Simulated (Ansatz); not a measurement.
Wavefunction ladder for BH$_{6}$NOSiZn (`[OH][Zn][NH]B[SiH3]`)

Cartesian coordinates in Å:
```
O 2.8867 -0.5024 1.2495
Zn 1.5963 -0.3354 0.0437
N 0.5058 -0.2360 -1.4436
B -0.8457 0.0608 -1.3294
Si -1.4649 0.3622 0.5705
H 2.6057 -0.3617 2.1551
H 0.8775 -0.3970 -2.3701
H -1.5563 0.1253 -2.2959
H -1.9488 1.7313 0.9038
H -2.4517 -0.6133 1.1129
H -0.2045 0.1662 1.4035
```

Charge 0, multiplicity 1. For Zn the d shell is correlated and the shells below it are frozen. Scalar relativity is left out up to krypton. The structure was optimised at the PBE0-D4/def2-TZVP level. It is one conformer, not always the lowest. Frozen core, restricted reference, Ansatz.

```csv
basis,HF (Eh),MP2 corr.,CCSD corr.,(T),CCSD(T) total
def2-SVP,-2223.81000,-0.85489,-0.87847,-0.02464,-2224.71311
def2-TZVPP,-2224.34961,-1.19769,-1.18669,-0.04320,-2225.57950
def2-QZVPP,-2224.40898,-1.28386,–,–,–
```
